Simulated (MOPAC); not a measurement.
Job for MOPAC: AM1 on GaH4N (SMILES [NH2][GaH2]), a point of a torsion scan.

```
AM1 1SCF PRECISE CHARGE=0 THREADS=1
GaH4N

N     -0.98934978 1    -0.03340718 1    -0.20704512 1
Ga     0.77838422 1    -0.14691579 1    -0.62632802 1
H     -1.41477765 1     0.81097756 1     0.16133743 1
H     -1.48167343 1    -0.81827245 1     0.21134960 1
H      1.33392059 1     0.82368138 1    -1.70118742 1
H      1.69592404 1    -1.28073547 1    -0.07748590 1
```

It printed:

```
*******************************************************************************
 **                                                                           **
 **                              MOPAC v23.2.5                                **
 **                                                                           **
 *******************************************************************************
 ** MOPAC's Digital Object Identifier: https://doi.org/10.5281/zenodo.6511958 **
 **                                                                           **
 ** Please cite the open-source release paper for use of this MOPAC version:  **
 ** J. E. Moussa and J. J. P. Stewart (2026)                                  **
 ** MOPAC: An open-source semiempirical molecular orbital program             **
 ** J. Open Source Softw., 11(119), 8025, https://doi.org/10.21105/joss.08025 **
 *******************************************************************************

                              AM1 CALCULATION RESULTS

 *******************************************************************************
 *  AM1        - The AM1 Hamiltonian to be used
 *
 *
 *
 *                 CHARGE ON SYSTEM = 0
 *
 *
 *
 *  PRECISE    - TIGHTER CRITERIA TO BE USED
 *  1SCF       - DO 1 SCF AND THEN STOP
 *  THREADS=1  - MULTI-THREADING NOT USED
 *  T=         - A TIME OF 172800.0 SECONDS REQUESTED
 *  DUMP=N     - RESTART FILE WRITTEN EVERY 7200.0 SECONDS REQUESTED
 *******************************************************************************
AM1 1SCF PRECISE CHARGE=0 THREADS=1
 GaH4N

   ATOM   CHEMICAL          X               Y               Z
  NUMBER   SYMBOL      (ANGSTROMS)     (ANGSTROMS)     (ANGSTROMS)

     1       N         -0.98934978  *  -0.03340718  *  -0.20704512  *
     2      Ga          0.77838422  *  -0.14691579  *  -0.62632802  *
     3       H         -1.41477765  *   0.81097756  *   0.16133743  *
     4       H         -1.48167343  *  -0.81827245  *   0.21134960  *
     5       H          1.33392059  *   0.82368138  *  -1.70118742  *
     6       H          1.69592404  *  -1.28073547  *  -0.07748590  *



          CARTESIAN COORDINATES

    NO.       ATOM           X           Y           Z

     1         N         -0.9893     -0.0334     -0.2070
     2        Ga          0.7784     -0.1469     -0.6263
     3         H         -1.4148      0.8110      0.1613
     4         H         -1.4817     -0.8183      0.2113
     5         H          1.3339      0.8237     -1.7012
     6         H          1.6959     -1.2807     -0.0775

  H: (AM1): M.J.S. DEWAR ET AL, J. AM. CHEM. SOC. 107 3902-3909 (1985)
  N: (AM1): M.J.S. DEWAR ET AL, J. AM. CHEM. SOC. 107 3902-3909 (1985)
 Ga: (AM1): J. J. P. STEWART, J. MOL. MOD., 10, 155-164 (2004)

           Empirical Formula: H4 N Ga  =     6 atoms



      MOLECULAR POINT GROUP   :   C1


      RHF CALCULATION, NO. OF DOUBLY OCCUPIED LEVELS = 6


 -------------------------------------------------------------------------------
 AM1 1SCF PRECISE CHARGE=0 THREADS=1
 GaH4N



     1SCF WAS SPECIFIED, SO BFGS WAS NOT USED
     SCF FIELD WAS ACHIEVED


                              AM1 CALCULATION
                                                       MOPAC v23.2.5 Linux




          FINAL HEAT OF FORMATION =         42.97564 KCAL/MOL =     179.81007 KJ/MOL


          COSMO AREA              =         82.77 SQUARE ANGSTROMS
          COSMO VOLUME            =         64.19 CUBIC ANGSTROMS

          IONIZATION POTENTIAL    =         10.118175 EV
          HOMO LUMO ENERGIES (EV) =        -10.118 -1.422
          NO. OF FILLED LEVELS    =          6
          MOLECULAR WEIGHT        =         87.7733         POINT GROUP:  C1

          MOLECULAR DIMENSIONS (Angstroms)

            Atom       Atom       Distance
            H     5    H     4     3.77907
            H     6    H     3     3.43058
            H     6    H     5     0.64340


          SCF CALCULATIONS        =          1





   ATOM   CHEMICAL          X               Y               Z
  NUMBER   SYMBOL      (ANGSTROMS)     (ANGSTROMS)     (ANGSTROMS)

     1       N         -0.98934978  *  -0.03340718  *  -0.20704512  *
     2      Ga          0.77838422  *  -0.14691579  *  -0.62632802  *
     3       H         -1.41477765  *   0.81097756  *   0.16133743  *
     4       H         -1.48167343  *  -0.81827245  *   0.21134960  *
     5       H          1.33392059  *   0.82368138  *  -1.70118742  *
     6       H          1.69592404  *  -1.28073547  *  -0.07748590  *

                             CARTESIAN COORDINATES

   1    N       -0.989349780    -0.033407180    -0.207045120
   2   Ga        0.778384220    -0.146915790    -0.626328020
   3    H       -1.414777650     0.810977560     0.161337430
   4    H       -1.481673430    -0.818272450     0.211349600
   5    H        1.333920590     0.823681380    -1.701187420
   6    H        1.695924040    -1.280735470    -0.077485900


           Empirical Formula: H4 N Ga  =     6 atoms



      MOLECULAR POINT GROUP   :   C1


                  EIGENVALUES
 -31.92424 -16.63783 -13.92933 -12.86817 -10.89269 -10.11818  -1.42242   0.86778
   1.12356   1.60503   4.83218   5.63504


              NET ATOMIC CHARGES AND DIPOLE CONTRIBUTIONS

  ATOM NO.   TYPE          CHARGE      No. of ELECS.   s-Pop       p-Pop
    1          N          -0.458702        5.4587     1.58418     3.87452
    2         Ga           0.301674        2.6983     0.28934     2.40898
    3          H           0.172089        0.8279     0.82791
    4          H           0.148935        0.8511     0.85107
    5          H          -0.074206        1.0742     1.07421
    6          H          -0.089790        1.0898     1.08979
 DIPOLE           X         Y         Z       TOTAL
 POINT-CHG.    -0.129     0.204     0.473     0.531
 HYBRID        -0.737     0.014     0.617     0.961
 SUM           -0.866     0.219     1.089     1.409


          ATOMIC ORBITAL ELECTRON POPULATIONS

     Atom    s        px        py        pz
    1  N   1.58418   1.38848   1.08507   1.40096
    2 Ga   0.28934   0.70400   0.93577   0.76921
    3  H   0.82791
    4  H   0.85107
    5  H   1.07421
    6  H   1.08979

 **********************
 *                    *
 * JOB ENDED NORMALLY *
 *                    *
 **********************




 == MOPAC DONE ==
```

The run finished.

Cost: roughly 0.04 core-seconds.
